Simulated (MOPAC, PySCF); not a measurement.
H$_{3}$GaO$_{3}$, SMILES `[OH][Ga]([OH])[OH]`, neutral singlet in the gas phase. 

Cartesian coordinates (Å):
SMILES: [OH][Ga]([OH])[OH]
```xyz
7

O      1.6785    -0.5605     0.2299
Ga     0.0001     0.0000    -0.0006
O     -1.3151    -1.1866    -0.2168
O     -0.3634     1.7471    -0.0130
H      2.3093     0.1589     0.3375
H     -1.0120    -2.1001    -0.1935
H     -1.2974     1.9412    -0.1435
```
Charge 0, spin multiplicity 1.

All levels are single points at this geometry (B3LYP-D3(BJ)/def2-TZVP); Pople sets use spherical d functions. Orbital energies aren't observables, and empty levels follow the basis.

BP86/6-31G* in PySCF gives dipole (D) = 0.00.

Estimate the dipole (D) from each of these levels: B3LYP-D3(BJ)/def2-TZVP in PySCF; B3LYP/3-21G in PySCF; B3LYP/LANL2DZ in PySCF; PM3 in MOPAC; PM7 in MOPAC.


```csv
level,dipole (D)
B3LYP-D3(BJ)/def2-TZVP in PySCF,0.00
B3LYP/3-21G in PySCF,0.00
B3LYP/LANL2DZ in PySCF,0.00
PM3 in MOPAC,0.00
PM7 in MOPAC,0.00
```
